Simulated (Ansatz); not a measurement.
C₃H₄N₂, charge +1, doublet, at a GFN2-xTB geometry (a state made from the parent by changing its charge; the spin is typed, not shown lowest), with bond 9-4 at 1.4 times its length; SC-NEVPT2/6-31G, CASSCF(5,5) in Ansatz (a program for electronic structure).

Ansatz was given this input:
Ansatz 0.2 input:
```yaml
crystal:
  periodic: [false, false, false]
  atoms:
    - {symbol: C, position_ang: [-0.87182987, -0.81102512, 0.01980782]}
    - {symbol: C, position_ang: [-0.93517250, 0.56674777, -0.32056647]}
    - {symbol: N, position_ang: [0.30718628, 1.04752914, -0.14475345]}
    - {symbol: C, position_ang: [1.11627719, -0.00078615, 0.16797304]}
    - {symbol: N, position_ang: [0.38298541, -1.08158869, 0.31850278]}
    - {symbol: H, position_ang: [-1.68019111, -1.51008742, 0.14675004]}
    - {symbol: H, position_ang: [-1.80143200, 1.17544276, -0.51402009]}
    - {symbol: H, position_ang: [0.60781085, 2.00090635, -0.32481660]}
    - {symbol: H, position_ang: [2.61523534, 0.05986486, 0.31438801]}
basis:
  gaussian:
    orbitals: 6-31G
total_charge: 1
correlation: {method: sc_nevpt2, electrons: all, active_space: {window: {electrons: 5, orbitals: 5}}}
magnetization: {spin_polarized: false, initial_magnetization: 1}
```

Task: Write the output that Ansatz gives for this input, abridged.

Result: 
```
Functional definition: HF
773 factors; integrals over basis functions are off by at most 2.3e-4 eV
mean field evaluation 1: about -6100.7738 eV, gradient 3.9e1 eV
mean field evaluation 2: about -6100.7863 eV, gradient 3.9e1 eV
mean field evaluation 4: about -6104.6952 eV, gradient 4.0e0 eV
mean field evaluation 8: about -6104.7600 eV, gradient 1.0e-1 eV
mean field evaluation 16: about -6103.9443 eV, gradient 1.6e-1 eV
mean field -6104.75987140 eV, -224.3457873192 hartree, gradient 1.7e-6 eV, S^2 0.750000; 1 other end points of the search recorded, 0 dependent functions left out
reference -6104.75987140 eV, -224.3457873192 hartree; 18, 17 occupied and 35, 36 virtual orbitals, 773 factors
state -6106.34450966 eV, -224.4040217011 hartree
state -6106.34450966 eV, -224.4040217011 hartree; corrected -6117.63156796 eV, -224.8188134431 hartree
state -6106.29111296 eV, -224.4020594086 hartree
state -6106.29111296 eV, -224.4020594086 hartree; corrected -6117.73035357 eV, -224.8224437473 hartree
state -6106.29111296 eV, -224.4020594086 hartree; corrected -6117.73035357 eV, -224.8224437473 hartree
state -6106.18694288 eV, -224.3982312286 hartree
state -6106.18694288 eV, -224.3982312286 hartree; corrected -6117.76672114 eV, -224.8237802306 hartree
state -6106.18694288 eV, -224.3982312286 hartree; corrected -6117.76672114 eV, -224.8237802306 hartree
the orbitals are reached from a further start. From the first start the search ends at -6106.34448689 eV, -224.4040208641 hartree
WARN: the results are in doubt because another end's mean lies 0.158 eV lower, and its corrected mean 0.135 eV higher
Total energy: -6117.76672114 eV, -224.8237802306 hartree
In doubt: another end's mean lies 0.158 eV lower, and its corrected mean 0.135 eV higher
```
